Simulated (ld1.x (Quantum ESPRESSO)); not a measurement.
**Which change was made? (P, TM)**

* Element: P (Z = 15)
* Generator: ld1.x (Quantum ESPRESSO) 7.5
* Type: norm-conserving Troullier–Martins (Kleinman–Bylander form)
* Functional: PBE
* Relativity: scalar-relativistic
* Frozen core: [Ne]
* Valence charge: 5
* Reference configuration: 3s2 3p3
* Partial waves: 3s (bound): rc 1.50 bohr; 3p (bound): rc 1.75 bohr; 3d channel at 0.3 Ry: rc 1.80 bohr
* Local potential: all-electron potential smoothed inside 1.50 bohr (lloc = -2)
* Core correction: Bessel-smoothed model core inside 1.50 bohr

Cutoffs, loose and tight: the cutoffs (Ry, on a coarse ladder) from which the occupation-weighted sum of valence levels, in a spherical-Bessel basis at the reference potential, stays within 10 and 1 mRy of its value at 400 Ry. They do not see the model core or the augmentation charge, which bear on the density cutoff. Test errors are all-electron minus pseudo excitation energies from the reference, over the configurations 3s2 3p2; 3s2 3p1; 3s2 3p0; 3s0 3p5; 3s1 3p0; 3s2 3p3.3; 3s2 3p2.5; variants that change the core or the reference have their own tests.

The base gives: outcome: generated; cutoff, loose: 21 Ry; cutoff, tight: 50 Ry; bound ghosts: none; largest test error (meV): +225.

Q: After one change the result is: outcome: generated; cutoff, loose: 50 Ry; cutoff, tight: 110 Ry; bound ghosts: none; largest test error (meV): +234. Which change was it?
A. all radii but the core radius scaled by about 0.78 (s 1.16, p 1.36, d 1.40 bohr); local potential all-electron potential smoothed inside 1.16 bohr (lloc = -2)
B. wave 3p (bound): rc 1.75 bohr becomes 3p (bound): rc 2.32 bohr
C. wave 3s (bound): rc 1.50 bohr becomes 3s (bound): rc 1.22 bohr
D. reference 3s2 3p2

A: C. The others give: wave 3p (bound): rc 1.75 bohr becomes 3p (bound): rc 2.32 bohr → outcome: generated; cutoff, loose: 18 Ry; cutoff, tight: 50 Ry; bound ghosts: none; largest test error (meV): +179 | all radii but the core radius scaled by about 0.78 (s 1.16, p 1.36, d 1.40 bohr); local potential all-electron potential smoothed inside 1.16 bohr (lloc = -2) → outcome: generated; cutoff, loose: 60 Ry; cutoff, tight: 140 Ry; bound ghosts: none; largest test error (meV): +233 | reference 3s2 3p2 → outcome: generated; cutoff, loose: 21 Ry; cutoff, tight: 50 Ry; bound ghosts: none; largest test error (meV): +50.
